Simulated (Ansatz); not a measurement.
Isolated molecules relaxed with PBE0-D4/def2-TZVP in Ansatz; ΔE leaves out vibrations. CCSD(T)/CBS is the MP2 limit (def2-TZVPP, def2-QZVPP) plus CCSD(T) − MP2 in def2-TZVPP, frozen cores. DFT in def2-TZVPP. For Ga, Ge outer-core shells are correlated without core-valence functions, which leaves a few kJ/mol of doubt a bond. Scalar relativity is left out up to krypton.

`C[CH]1[S][GaH]1` + `[BH2][GeH2][F]` → `[BH2][GeH]([CH3])[F]` + `[CH2]1[S][GaH]1`  (formal exchange of groups at a C–C bond)

```csv
level,ΔE (eV)
PBE0-D4,-0.33
ωB97X-V,-0.35
r2SCAN,-0.35
HF/def2-TZVPP,-0.37
MP2/def2-QZVPP,-0.36
SCS-MP2/def2-QZVPP,-0.35
HF/CBS(def2),-0.36
MP2/CBS(def2),-0.35
```

(1) What does CCSD(T)/CBS give? (Best estimate.)

Largest T1 diagnostic among the species: 0.015.

## Answers

(1) Ansatz gave: -0.36 eV. The listed levels differ from it by 0.03, 0.01, 0.01, -0.01, 0.00, 0.01, 0.00, 0.01 eV.
